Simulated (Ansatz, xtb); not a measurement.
**Ranking isomers of C4H8BP**

3 gas-phase structures of C4H8BP, from a drawn sample of its isomers (lower ones may exist). Each was relaxed with GFN2-xTB; where two conformers were screened, the lower at r2SCAN-D4/def2-SVP is listed:

A. `CC#CB(C)P`, a singlet
B. `C=C/C=C/BP`, a singlet
C. `[BH3-][PH+]1C=CC=C1`, a singlet

Task: Estimate their order in r2SCAN-D4/def2-SVP energy at these geometries, lowest first.

Result: Calculated order at r2SCAN-D4/def2-SVP: A (0.000), C (0.265), B (0.560) eV.

Energies above the lowest of each column, in eV; the last columns are at B3LYP/def2-SVP geometries:

```json
{"structure": "A", "GFN2-xTB": "0.813", "HF/STO-3G": "0.000", "r2SCAN-D4/def2-SVP": "0.000", "B3LYP/def2-SVP": "0.000", "CCSD(T)/def2-SVP + ΔMP2/def2-TZVPP": "0.000"}
{"structure": "C", "GFN2-xTB": "0.000", "HF/STO-3G": "0.597", "r2SCAN-D4/def2-SVP": "0.265", "B3LYP/def2-SVP": "0.499", "CCSD(T)/def2-SVP + ΔMP2/def2-TZVPP": "0.181"}
{"structure": "B", "GFN2-xTB": "1.063", "HF/STO-3G": "1.296", "r2SCAN-D4/def2-SVP": "0.560", "B3LYP/def2-SVP": "0.113", "CCSD(T)/def2-SVP + ΔMP2/def2-TZVPP": "0.165"}
```

CCSD(T)/def2-SVP + ΔMP2/def2-TZVPP puts A lowest; GFN2-xTB picks C. CCSD(T)/def2-SVP + ΔMP2/def2-TZVPP orders those it was run on as A (0.000), B (0.165), C (0.181) eV. Less than 1 kcal/mol parts B and C, so the order within that pair means little. Flexible structures stand in one conformer each, not always the lowest. The ΔMP2 step shifts differences by up to 0.252 eV, which makes them less sure. ΔMP2 is the change of the MP2 energy from the smaller to the larger basis.

Programs: Ansatz 0.2.0, xtb 6.7.1.
